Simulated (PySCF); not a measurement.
H₈GeSi₂, singlet, at a GFN2-xTB geometry; DF-CAMB3LYP/def2-TZVPD run with PySCF.

The PySCF input:
```python
from pyscf import gto, scf, dft

mol = gto.M(
    atom='''
Si    2.323955    0.840276   -0.024386
Si    0.732523   -0.839951   -0.155217
Ge   -1.451272   -0.029103    0.081415
H     3.686632    0.323081   -0.164528
H     2.139314    1.848885   -1.071866
H     2.264802    1.547878    1.257992
H     0.927214   -1.873348    0.871329
H     0.791816   -1.565747   -1.431672
H    -1.871834    0.973883   -0.955322
H    -1.719560    0.704707    1.364899
H    -2.568368   -1.032594    0.038325
''',
    basis='def2-tzvpd',
    charge=0,
    spin=0,
    verbose=4,
    max_memory=1800,
)

mf = dft.RKS(mol)
mf.xc = 'camb3lyp'
mf = mf.density_fit(auxbasis='def2-universal-jkfit')
mf.kernel()
```

Predict the main parts of the log of this PySCF run.


```
PySCF version 2.14.0

[INPUT] verbose = 4
[INPUT] num. atoms = 11
[INPUT] num. electrons = 68
[INPUT] charge = 0
[INPUT] spin (= nelec alpha-beta = 2S) = 0
[INPUT] symmetry False subgroup None
[INPUT] Mole.unit = angstrom
[INPUT] Symbol           X                Y                Z      unit          X                Y                Z       unit  Magmom
[INPUT]  1 Si     2.323955000000   0.840276000000  -0.024386000000 AA    4.391638475814   1.587891509045  -0.046082861274 Bohr   0.0
[INPUT]  2 Si     0.732523000000  -0.839951000000  -0.155217000000 AA    1.384267849945  -1.587277348055  -0.293317619877 Bohr   0.0
[INPUT]  3 Ge    -1.451272000000  -0.029103000000   0.081415000000 AA   -2.742506612250  -0.054996699403   0.153852052431 Bohr   0.0
[INPUT]  4 H      3.686632000000   0.323081000000  -0.164528000000 AA    6.966724802058   0.610534606051  -0.310912859822 Bohr   0.0
[INPUT]  5 H      2.139314000000   1.848885000000  -1.071866000000 AA    4.042717554448   3.493886285816  -2.025533182233 Bohr   0.0
[INPUT]  6 H      2.264802000000   1.547878000000   1.257992000000 AA    4.279855506367   2.925065494240   2.377260346894 Bohr   0.0
[INPUT]  7 H      0.927214000000  -1.873348000000   0.871329000000 AA    1.752180518862  -3.540114656002   1.646573174391 Bohr   0.0
[INPUT]  8 H      0.791816000000  -1.565747000000  -1.431672000000 AA    1.496315381049  -2.958833010359  -2.705467980208 Bohr   0.0
[INPUT]  9 H     -1.871834000000   0.973883000000  -0.955322000000 AA   -3.537253610649   1.840372147370  -1.805296940772 Bohr   0.0
[INPUT] 10 H     -1.719560000000   0.704707000000   1.364899000000 AA   -3.249497454757   1.331703228064   2.579285297693 Bohr   0.0
[INPUT] 11 H     -2.568368000000  -1.032594000000   0.038325000000 AA   -4.853512107097  -1.951319857869   0.072423753724 Bohr   0.0

nuclear repulsion = 315.892947514206
number of shells = 88
number of NR pGTOs = 332
number of NR cGTOs = 212
basis = def2-tzvpd
ecp = {}

******** <class 'pyscf.df.df_jk.DFRKS'> ********
method = DFRKS
initial guess = minao
damping factor = 0
level_shift factor = 0
DIIS = <class 'pyscf.scf.diis.CDIIS'>
diis_start_cycle = 1
diis_space = 8
diis_damp = 0
SCF conv_tol = 1e-09
SCF conv_tol_grad = None
SCF max_cycles = 50
direct_scf = False
XC library pyscf.dft.libxc version 7.1.2
    S. Lehtola, C. Steigemann, M. J. T. Oliveira, and M. A. L. Marques,  SoftwareX 7, 1–5 (2018)
XC functionals = camb3lyp
    T. Yanai, D. P. Tew, and N. C. Handy,  Chem. Phys. Lett. 393, 51 (2004)
radial grids:
    Treutler-Ahlrichs [JCP 102, 346 (1995); DOI:10.1063/1.469408] (M4) radial grids

becke partition: Becke, JCP 88, 2547 (1988); DOI:10.1063/1.454033
pruning grids: <function nwchem_prune>
grids dens level: 3
symmetrized grids: False
atomic radii adjust function: <function treutler_atomic_radii_adjust>
small_rho_cutoff = 0
Set gradient conv threshold to 3.16228e-05
Initial guess from minao.
tot grids = 137464
******** <class 'pyscf.df.df.DF'> ********
auxbasis = def2-universal-jkfit
Create RSH-DF object <pyscf.df.df.DF object> for omega=0.33
******** <class 'pyscf.df.df.DF'> ********
auxbasis = auxmol.basis = def2-universal-jkfit
init E= -2660.09746527796
  HOMO = -0.304385753484418  LUMO = -0.0147626532305392  gap/eV = 7.88105
cycle= 1 E= -2660.88891274716  delta_E= -0.791  |g|= 0.645  |ddm|= 2.64
  HOMO = -0.372978527449439  LUMO = 0.00173368409983254  gap/eV = 10.19644
cycle= 2 E= -2660.89241670282  delta_E= -0.0035  |g|= 0.681  |ddm|= 0.812
  HOMO = -0.351896508268149  LUMO = 0.016221878147183  gap/eV = 10.01701
cycle= 3 E= -2660.92345937105  delta_E= -0.031  |g|= 0.0259  |ddm|= 0.423
  HOMO = -0.348590678444994  LUMO = 0.0192055030691563  gap/eV = 10.00824
cycle= 4 E= -2660.92363632623  delta_E= -0.000177  |g|= 0.0126  |ddm|= 0.0483
  HOMO = -0.350753727480589  LUMO = 0.0184013249420972  gap/eV = 10.04522
cycle= 5 E= -2660.9236735519  delta_E= -3.72e-05  |g|= 0.00093  |ddm|= 0.0142
  HOMO = -0.350690655554564  LUMO = 0.0184762763846813  gap/eV = 10.04554
cycle= 6 E= -2660.92367400922  delta_E= -4.57e-07  |g|= 0.000396  |ddm|= 0.00196
  HOMO = -0.350726765715782  LUMO = 0.01846630543721  gap/eV = 10.04626
cycle= 7 E= -2660.92367405764  delta_E= -4.84e-08  |g|= 4.88e-05  |ddm|= 0.000451
  HOMO = -0.350725611492484  LUMO = 0.0184676954494778  gap/eV = 10.04626
cycle= 8 E= -2660.92367405921  delta_E= -1.58e-09  |g|= 1.55e-05  |ddm|= 0.000119
  HOMO = -0.35072818008925  LUMO = 0.0184666725724156  gap/eV = 10.04630
cycle= 9 E= -2660.92367405932  delta_E= -1.03e-10  |g|= 2.64e-06  |ddm|= 2.75e-05
  HOMO = -0.350727728300546  LUMO = 0.0184667520849479  gap/eV = 10.04629
Extra cycle  E= -2660.92367405932  delta_E= -4.09e-12  |g|= 1.71e-06  |ddm|= 6.49e-06
converged SCF energy = -2660.92367405932
```
